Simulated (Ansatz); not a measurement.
`F[SiH]1C[NH][GeH2]1`, relaxed with RKS PBE-D4/def2-SVP in the Gaussian-basis code of Ansatz from a rough embedded geometry. The force threshold is 0.03 eV/Å; the program also tests the step.

Total charge 0; spin multiplicity 1.

Start:

```xyz
11

F     0.308    1.850   -1.588
Si   -0.634    0.783   -0.802
C     0.174   -0.903   -0.758
N     0.481   -1.111    0.654
Ge   -0.052    0.538    1.367
H    -2.092    0.820   -1.075
H    -0.627   -1.709   -1.038
H     0.979   -0.973   -1.447
H     1.588   -1.063    0.650
H    -1.260    0.324    2.277
H     1.135    1.446    1.760
```

Question: How much energy does the relaxation release, and in how many steps? (Estimate.)

Answer: Computed: 88.58 kJ/mol, in 16 steps.

Question: Which bonds change most? (Estimate.)

Answer: Computed: Si2–Ge5 from 2.259 to 2.386 Å; N4–H9 from 1.107 to 1.025 Å; C3–H8 from 1.062 to 1.119 Å; C3–H7 from 1.170 to 1.115 Å.

Question: Give the relaxed structure. (Estimate.)

Answer: Ansatz gave: 
```xyz
11

F    -0.195    1.964   -1.884
Si   -0.708    0.782   -0.861
C     0.322   -0.836   -0.864
N     0.275   -1.014    0.595
Ge    0.037    0.668    1.403
H    -2.177    0.597   -1.124
H    -0.146   -1.683   -1.417
H     1.336   -0.670   -1.307
H     0.797   -1.805    0.986
H    -0.888    0.578    2.650
H     1.346    1.418    1.823
```
